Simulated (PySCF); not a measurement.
Species: C₆H₉Si₂ (doublet state).
Z-matrix (Å and degrees, PBE0-D3(BJ)/def2-SVP geometry), rows numbered from 1:
```
Si
C   1  1.8608
C   2  1.4072  1  120.95
C   3  1.3901  2  120.94  1  -177.62
C   4  1.4042  3  121.15  2     0.25
Si  5  1.8790  4  121.06  3  -178.83
C   5  1.4032  4  117.89  3     0.16
C   7  1.3914  5  121.21  4    -0.16
H   1  1.4944  2  112.09  3  -155.37
H   1  1.4943  2  111.94  3   -28.28
H   3  1.0939  2  119.92  1     2.66
H   4  1.0942  3  118.85  2  -179.84
H   6  1.4943  5  110.30  4   -43.21
H   6  1.4958  5  111.11  4    76.35
H   6  1.4934  5  109.32  4  -163.85
H   7  1.0938  5  119.85  4   179.74
H   8  1.0939  2  119.97  1    -2.66
```

Identity: `[SiH2]c1ccc([SiH3])cc1` [radical].

The calculation used PySCF, UKS B3LYP, IGLO-III on C Si, pcH-1 on H, non-relativistic, mean-field spin-orbit, GIAO. Geometry: PBE0-D3(BJ)/def2-SVP, one conformer, isolated molecule. No stability test was run, so a lower SCF solution isn't excluded.

Break the g tensor into its mass correction, gauge correction and orbital-Zeeman/spin–orbit terms.

```csv
Δg (ppm),1,2,3
relativistic mass correction,-131,-131,-131
gauge correction,25,46,35
orbital Zeeman/spin–orbit,-103,1011,1833
total,-208,926,1738
```

So g = 2.00211, 2.00325, 2.00406 and g_iso = 2.00314; the tensor is rhombic: the two nearest values differ by 42 % of g3 − g1. Axes: g3 points within 7° of the Si1–C2 bond.

What are the electron Larmor frequencies g μB B/h along the three axes at 340 mT?

9.5275, 9.5329, 9.5368 GHz for g1, g2 and g3, a range of 9.3 MHz.

How much does each term add to the isotropic shift?

The orbital-Zeeman/spin–orbit term 914, the mass correction -131 and the gauge correction 35 ppm, for a total of 819 ppm. The orbital-Zeeman/spin–orbit term is the largest in size. The mass correction is the same along every axis, so the anisotropy comes from the other two: their spans along these axes are 20 (gauge) and 1936 ppm (orbital Zeeman/spin–orbit).

At 9.729 GHz, how far is the centre of the isotropic spectrum from where a free electron (g = 2.002319) resonates?

B = hν/(g μB) with μB/h = 13.99624 MHz/mT gives 347.15 mT for the free electron and 347.01 mT at g_iso, 0.14 mT lower.

In a frozen sample, at which fields do the three g values resonate at 9.5, 34, 94 and 263 GHz (hyperfine left aside), and which band first spreads them over more than twice a line width of 1.0 mT?

| band | GHz | B(g3) mT | B(g2) mT | B(g1) mT | spread mT |
| --- | --- | --- | --- | --- | --- |
| X | 9.5 | 338.69 | 338.83 | 339.02 | 0.33 |
| Q | 34.0 | 1212.15 | 1212.64 | 1213.33 | 1.18 |
| W | 94.0 | 3351.25 | 3352.60 | 3354.50 | 3.26 |
| J | 263.0 | 9376.36 | 9380.16 | 9385.47 | 9.11 |

The spread grows in proportion to the frequency. W band is the first where it exceeds 2.0 mT.

Largest spin populations (Mulliken): Si1 (+0.92), C5 (+0.09), C2 (-0.08) and C8 (+0.07). No atom but Si1 exceeds +0.15. The angles at Si1 add up to 336.2°, so it is pyramidal.

The HOMO–LUMO gaps are 4.32 eV among the α and 4.50 eV among the β orbitals.
